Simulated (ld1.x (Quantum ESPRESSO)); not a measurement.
What one change does to a pseudopotential (tellurium, TM)

Te (Z = 52), norm-conserving Troullier–Martins (Kleinman–Bylander form), made with ld1.x (Quantum ESPRESSO) 7.5 (PBE, scalar-relativistic). Core [Kr], reference 4d10 5s2 5p2 (charge +2). Waves: 5s (bound): rc 1.40 bohr; 5p (bound): rc 1.75 bohr; 4d (bound): rc 1.00 bohr. Local part: all-electron potential smoothed inside 1.10 bohr (lloc = -1). Core correction: none.

Change: wave 4d (bound): rc 1.00 bohr becomes 4d (bound): rc 1.42 bohr.

Cutoffs: the cutoffs (Ry, on a coarse ladder) from which the occupation-weighted sum of valence levels, in a spherical-Bessel basis at the reference potential, stays within 10 and 1 mRy of its value at 400 Ry; they do not see the model core or the augmentation charge, which bear on the density cutoff. Errors are all-electron minus pseudo energies relative to the spin-unpolarised reference configuration.

Problem. How do hardness, ghosts and transferability respond?

Solution. The potential gets softer (120 Ry and 200 Ry → 100 Ry and 180 Ry); both files keep a bound ghost (p, s); the errors of the 7 common tests hardly move. A larger radius leaves more room for a smooth pseudo-wave, so fewer plane waves are needed.

| quantity | base | changed |
| --- | --- | --- |
| cutoff, loose | 120 Ry | 100 Ry |
| cutoff, tight | 200 Ry | 180 Ry |
| loose cutoff by channel (10 mRy a level) | s 40 Ry, p 30 Ry, d 100 Ry | s 40 Ry, p 30 Ry, d 90 Ry |
| bound ghosts | s, p | s, p |
| error for 4d10 5s2 5p4, meV [ΔE -27.65 eV] | +15 | +15 |
| error for 4d10 5s2 5p3, meV [ΔE -17.92 eV] | +7.6 | +7.7 |
| error for 4d10 5s2 5p1, meV [ΔE 26.90 eV] | -0.3 | -0.3 |
| error for 4d10 5s2 5p0, meV [ΔE 63.38 eV] | +24 | +24 |
| error for 4d9 5s2 5p5, meV [ΔE 10.60 eV] | -370 | -355 |
| error for 4d10 5s1 5p5, meV [ΔE -18.40 eV] | +3.6 | +3.3 |
| error for 4d9 5s2 5p4, meV [ΔE 21.60 eV] | -327 | -313 |
| s: phases at 1.90 bohr within 0.05 rad from the reference energy up to (Ry; the scan ends near 5) | 1.2 | 1.2 |
| p: phases at 1.90 bohr within 0.05 rad from the reference energy up to (Ry; the scan ends near 5) | 4.5 | 4.5 |
| d: phases at 1.90 bohr within 0.05 rad from the reference energy up to (Ry; the scan ends near 5) | to the end of the scan | to the end of the scan |

 A true bound ghost makes a file unfit for plane-wave use even where its test errors are small: the radial tests pick states by their node count and pass the ghost by.
